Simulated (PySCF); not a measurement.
B(H)(Et)(Vi), C4H9B, SMILES C(BC=C)C, B3LYP/def2-SVP optimised geometry.

```
14

B      0.74     0.02     0.00
H      1.96     0.02     0.00
C      0.09    -1.41     0.04
C     -1.43    -1.65    -0.01
H      0.50    -1.85     0.97
H      0.60    -2.02    -0.74
H     -1.86    -1.34    -0.98
H     -1.96    -1.08     0.78
H     -1.68    -2.71     0.13
C      0.06     1.42     0.00
C     -1.21     1.69    -0.35
H      0.69     2.29     0.24
H     -1.60     2.71    -0.40
H     -1.92     0.90    -0.63
```

Density from PySCF 2.14.0 with B3LYP/def2-TZVP at that geometry.

Minimum of the electron density along straight lines between bonded atoms, close to the bond critical point (lines longer than 1.1 times the sum of covalent radii, or with two minima, are not listed):

| bond | length / Å | ρ at the minimum / e bohr⁻³ | ∇²ρ there / e bohr⁻⁵ | position (fraction from the first atom) |
|---|---|---|---|---|
| B1–H2 | 1.216 | 0.179 | [?] | 0.43 |
| B1–C3 | 1.573 | 0.189 | -0.33 | 0.33 |
| C3–C4 | 1.532 | 0.242 | [?] | 0.50 |
| C3–H5 | 1.113 | 0.260 | -0.83 | 0.63 |
| C3–H6 | 1.109 | 0.263 | -0.85 | 0.64 |
| C4–H7 | 1.102 | 0.272 | -0.91 | 0.64 |
| C4–H8 | 1.102 | 0.273 | -0.92 | 0.64 |
| C4–H9 | 1.102 | 0.273 | -0.91 | 0.64 |
| B1–C10 | 1.558 | 0.189 | -0.24 | 0.33 |
| C10–C11 | 1.348 | [?] | -1.05 | 0.48 |
| C10–H12 | 1.099 | 0.276 | -0.95 | 0.64 |
| C11–H13 | 1.097 | 0.280 | -0.98 | 0.65 |
| C11–H14 | 1.093 | 0.283 | -1.00 | 0.65 |

Fill in the missing entries.


- B1–H2, ∇²ρ there / e bohr⁻⁵: -0.38
- C3–C4, ∇²ρ there / e bohr⁻⁵: -0.59
- C10–C11, ρ at the minimum / e bohr⁻³: 0.344
